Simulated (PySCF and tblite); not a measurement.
2 regioisomers of C7H10O:

```csv
isomer,SMILES
A,[CH:1]#[C:2][C@@H:3]1[CH2:4][CH2:5][CH2:6][O:7][CH2:8]1
B,[CH:1]#[C:2][CH:3]1[CH2:4][CH2:5][O:6][CH2:7][CH2:8]1
```

Computed spectrum of one of them (conformer average at 298.15 K; GFN1-xTB geometries, energies B97-D/6-31+G* (D3(BJ) added where defined), GIAO shieldings wB97X-D/pcSseg-1; references on GFN2-xTB geometries), in ppm: ¹H (against TMS): 4.15 (2H), 3.60 (2H), 2.40 (1H), 1.87 (1H), 1.68 (2H), 1.62 (2H). ¹³C (against TMS): 92.8 (1C), 77.6 (1C), 69.6 (2C), 36.5 (2C), 28.6 (1C). Of the H, only those on carbon are given.

Problem. Which isomer is it?

Solution. B. It shows 5 carbon signals, which only B gives by symmetry. Assigned: ¹H (against TMS): 4.15 (H5a/H7a, 2H), 3.60 (H5b/H7b, 2H), 2.40 (H3, 1H), 1.87 (H1, 1H), 1.68 (H4a/H8a, 2H), 1.62 (H4b/H8b, 2H). ¹³C (against TMS): 92.8 (C2), 77.6 (C1), 69.6 (C5/C7), 36.5 (C4/C8), 28.6 (C3). For comparison, at another level (GFN2-xTB geometries, energies B3LYP/def2-SVP (IEF-PCM, dichloromethane) (D3(BJ) added where defined), GIAO shieldings B97-2/pcSseg-1 (IEF-PCM, dichloromethane)) the isomers give: A: ¹H (against TMS): 4.13 (H8a, 1H), 3.96 (H6a, 1H), 3.67 (H6b, 1H), 3.60 (H8b, 1H), 2.56 (H3, 1H), 2.10 (H4a, 1H), 1.76 (H1, 1H), 1.66 (H5a, 1H), 1.63 (H4b, 1H), 1.54 (H5b, 1H). ¹³C (against TMS): 89.7 (C2), 75.4 (C8), 73.9 (C1), 71.6 (C6), 34.7 (C4), 30.7 (C3), 29.4 (C5). B: ¹H (against TMS): 4.14 (H5a/H7a, 2H), 3.68 (H5b/H7b, 2H), 2.65 (H3, 1H), 1.82 (H1, 1H), 1.78 (H4a/H8a, 2H), 1.59 (H4b/H8b, 2H). ¹³C (against TMS): 92.1 (C2), 73.4 (C1), 70.3 (C5/C7), 36.6 (C4/C8), 28.4 (C3).

Shifts are unscaled: against experiment ¹³C can be off by 15 ppm or more and ¹H by 0.8 ppm.
